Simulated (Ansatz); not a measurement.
`[SnH3][I]` + `[AlH2][SH]` → `[AlH2][S][SnH3]` + HI at 600 K and 1 bar (ligand exchange at the Sn–I bond).

Program: Ansatz. Geometries: PBE0-D4/def2-TZVP. ΔE: electronic, gas phase. CBS: MP2 limit from def2 TZ/QZ plus the TZ coupled-cluster correction, frozen cores. This one scheme is used for every species. def2 core potentials past Kr. For I, Sn outer-core shells are correlated without core-valence functions, which leaves a few kJ/mol of doubt a bond.

```csv
species,CCSD(T)/CBS energy (Eh),H − E (kJ/mol),S (J/(mol·K))
`[SnH3][I]`,-513.29032,90.3,346.3
`[AlH2][SH]`,-641.61836,94.5,317.9
`[AlH2][S][SnH3]`,-856.85532,152.4,439.8
HI,-298.03592,31.6,227.0
```

H − E and S are ideal-gas, rigid-rotor, harmonic terms from PBE0-D4/def2-TZVP. 1 Eh = 2625.50 kJ/mol, R = 8.31446 J/(mol·K).

**Question.** By hand: ΔE, ΔH, ΔS and ΔG.

**Answer.** ΔE = (-856.85532) + (-298.03592) − (-513.29032) − (-641.61836) = 0.01744 Eh = 45.8 kJ/mol. Δ(H − E) = 152.4 + 31.6 − 90.3 − 94.5 = -0.8, so ΔH = 45.0 kJ/mol. ΔS = 439.8 + 227.0 − 346.3 − 317.9 = 2.6 J/(mol·K). ΔG = 45.0 − 600 × (2.6)/1000 = 43.4 kJ/mol.

**Question.** By hand: the equilibrium constant, and the temperature at which ΔG would vanish if ΔH and ΔS stayed fixed.

**Answer.** log₁₀ K = −ΔG/(RT ln 10) = -3.8. ΔG = 0 at ΔH/ΔS = 17308 K, far beyond where these terms or the molecules hold.

The number of gas molecules stays the same, so ΔS is small and ΔH decides. A doubt of 5 kJ/mol in ΔE shifts log₁₀ K by 0.4 here. Modes under 60 cm⁻¹, often nearly free rotors, make the harmonic entropy too high. These are equilibria of isolated gas molecules and say nothing of rates. Largest T1 diagnostic: 0.013 (customary marks: 0.02 for closed shells, 0.045 for open ones).
